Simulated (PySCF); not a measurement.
C4H6ClF, SMILES C(=C(\Cl)CC)/F.

Coordinates come from a r2SCAN-D4/def2-SVP optimisation. The structure was generated by enumeration; whether it is a known compound was not checked. One conformer was computed; it need not be the lowest.

Two levels are set side by side: PBE/def2-TZVP (PySCF) and B3LYP/def2-TZVP (PySCF). Same geometry, gas phase. Differences are taken from unrounded values.

```json
[
 {"quantity": "orbital gap (eV)", "B3LYP": "6.61"},
 {"quantity": "highest occupied level (eV)", "B3LYP": "-6.89"},
 {"quantity": "lowest empty level (eV)", "B3LYP": "-0.27"},
 {"quantity": "dipole moment (D)", "B3LYP": "0.57"},
 {"quantity": "mean polarisability (bohr³)", "B3LYP": "61.9"}
]
```

**Question.** What does PBE give, and how far is it from B3LYP? (An estimate is asked for; the answer gives what the named calculation found.)

**Answer.** 
| quantity | PBE | PBE minus B3LYP |
|---|---|---|
| orbital gap (eV) | 4.88 | -1.74 |
| highest occupied level (eV) | -5.87 | 1.02 |
| lowest empty level (eV) | -0.99 | -0.72 |
| dipole moment (D) | 0.60 | 0.04 |
| mean polarisability (bohr³) | 63.4 | 1.5 |

PBE's occupied levels lie high since its potential decays too fast outside the molecule; exact exchange lowers them and widens the gap. Differences between two approximate levels are no errors against the true value.

Rough cost on one machine, each run with all the roots and properties that it gave: B3LYP against PBE within a factor of 2.
